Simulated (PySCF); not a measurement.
3-fluoro-2-(4-fluorothiophen-2-yl)thiophene (C₈H₄F₂S₂), SMILES c1c(F)c(-c2scc(c2)F)sc1.

Geometry: B3LYP-D3(BJ)/def2-SVP. The values are those of a single conformer.

Level of theory: PBE/def2-SVP run with PySCF.

Symmetry labels are those of the subgroup Cs that the program uses (full group Cs).

List the valence orbital energies around the gap with their symmetry. (Estimate from the structure and the level; the computed values follow.)


```
orbital  symmetry  energy (eV)
-------  --------  -----------
HOMO−7         A'        -9.10
HOMO−6         A"        -8.97
HOMO−5         A'        -8.66
HOMO−4         A'        -8.34
HOMO−3         A"        -7.03
HOMO−2         A"        -6.39
HOMO−1         A"        -6.07
HOMO           A"        -5.15
LUMO           A"        -2.25
LUMO+1         A'        -0.97
LUMO+2         A"        -0.65
LUMO+3         A"         0.38
```
